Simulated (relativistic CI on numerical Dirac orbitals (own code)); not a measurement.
**Slater and spin-orbit integrals, Sm**

Computed by Dirac-Coulomb-Breit CI, KLI orbitals optimised for each configuration, model QED (radiative potential, 1s self-energy scaled to tabulated hydrogen-like ionisation energies), valence Slater integrals scaled by 0.85, P86 correlation energy added to each configuration (own radial code, finite nucleus).

Slater integrals F^k, G^k are unscaled and averaged over j, outside the closed core [Xe]; ζ comes from projecting the Hamiltonian with its Breit term on Σ l·s of the shell.

- 4f6 6s2: F^2(4f,4f) = 94499, F^4(4f,4f) = 58600, F^6(4f,4f) = 41971, ζ(4f) = 1091.4 cm⁻¹; <r>(4f) = 1.016, <r^2>(4f) = 1.461 (bohr units).
- 4f5 6s2 6p: F^2(4f,4f) = 104800, F^4(4f,4f) = 65459, F^6(4f,4f) = 47010, ζ(4f) = 1164.2, F^2(4f,6p) = 4860.1, G^2(4f,6p) = 1181.2, G^4(4f,6p) = 1056.9, ζ(6p) = 1391.5 cm⁻¹; <r>(4f) = 0.9162, <r^2>(4f) = 1.095, <r>(6p) = 5.377, <r^2>(6p) = 32.92 (bohr units).
- 4f5 6s2 8s: F^2(4f,4f) = 104870, F^4(4f,4f) = 65506, F^6(4f,4f) = 47045, ζ(4f) = 1163.8, G^3(4f,8s) = 115.81 cm⁻¹; <r>(4f) = 0.9154, <r^2>(4f) = 1.092, <r>(8s) = 19.93, <r^2>(8s) = 446.4 (bohr units).

Correlation outside the listed configurations is missing or only estimated: errors of thousands of cm⁻¹ between configurations and terms are usual at this charge. Rates and lifetimes follow the computed energies and can be off by large factors. The fine structure of a lone outer electron comes out too small, for d and f at times inverted, and misplaced configurations move strength between like terms. 6 of the 42 excited levels that our extract of the measured tables holds in this range could be paired (the sources list more); they are missed by 108 cm⁻¹ on average and 202 at most, and levels without a partner can miss by more. Some levels of the ground configuration have no partner and can miss by 10 % or more.

Averages of the first 5 configurations, taken without configuration mixing, which lowers the lowest level and can move excited configurations by several eV; other configurations of the list can lie among them:

| Configuration | Parity | States | Average energy above the lowest level (eV) |
| --- | --- | --- | --- |
| 4f6 6s2 | even | 3003 | 6.9 |
| 4f5 6s2 6p | even | 12012 | 8.7 |
| 4f5 6s2 8s | odd | 4004 | 12.0 |
| 4f7 7s | odd | 6864 | 16.2 |
| 4f5 6s 7s2 | odd | 4004 | 16.8 |
